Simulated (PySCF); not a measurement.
C₅H₁₁BO, singlet, at a GFN2-xTB geometry. Base run: CASSCF(2,3)/STO-3G in PySCF.

Here is a job for PySCF.
```python
from pyscf import gto, scf, mcscf
import numpy

mol = gto.M(
    atom='''
B     0.239417   -0.391100    0.239331
C     0.869075    0.550582    1.365196
H     1.214271   -0.032294    2.215587
H     0.184192    1.306630    1.742165
H     1.740077    1.072293    0.971944
C     0.983683   -1.694073   -0.228545
C     2.181314   -2.096102    0.180004
H     0.470320   -2.309318   -0.959655
H     2.650756   -2.998046   -0.183355
H     2.751749   -1.532672    0.900968
O    -0.922671   -0.177680   -0.391772
C    -1.792133    0.914783   -0.211696
C    -1.330391    2.130272   -1.008844
H    -2.777369    0.588793   -0.564202
H    -1.871000    1.173109    0.851445
H    -1.251843    1.875139   -2.062714
H    -2.041797    2.943647   -0.892636
H    -0.354354    2.456885   -0.658710
''',
    basis='sto-3g',
    charge=0,
    spin=0,
    verbose=3,
)

mf = scf.RHF(mol)
mf.kernel()
mc = mcscf.CASSCF(mf, 3, 2)
mc.fix_spin_(ss=0.0)
mc.kernel()
occ = numpy.linalg.eigvalsh(mc.fcisolver.make_rdm1(mc.ci, mc.ncas, mc.nelecas))[::-1]
ss = mc.fcisolver.spin_square(mc.ci, mc.ncas, mc.nelecas)[0]
print('natural occupations', occ.round(4), ' <S^2>', round(ss, 4))
```

The base run was repeated with changes; each row names its change, and settings that it needs were set with it.

```csv
change,ΔE vs base (mEh),natural occupations,<S^2> of the state,core-seconds (rough),outcome
base,0.000,1.88 0.12 0.00,0.00,2,converged
solver = newton,0.000,1.88 0.12 0.00,0.00,2,converged
"active space = 10 electrons, 8 orbitals",-,-,-,-,not converged
state_average = 2 states,11.356,-,-,1,converged
"active space = 4 electrons, 5 orbitals",-18.382,1.98 1.88 0.12 0.02 0.00,0.00,7,converged
"active space = 6 electrons, 7 orbitals",-36.354,1.98 1.98 1.88 0.12 0.02 0.02 0.00,0.00,9,converged
"active space = 4 electrons, 4 orbitals",-,-,-,-,not converged
conv_tol = 1e-5,0.001,1.88 0.12 0.00,0.00,1,converged
orbitals = fixed (CASCI),7.972,1.91 0.09 0.00,0.00,1,converged
fix_spin_ = off,0.000,1.88 0.12 0.00,0.00,2,converged
correction = SC-NEVPT2,-318.2,1.88 0.12 0.00,0.00,2,converged
```

Active orbitals are taken around the Fermi level unless the row says otherwise; CASSCF can end in different local minima, and two programs can end on different orbitals. State-averaged rows give the lowest state.
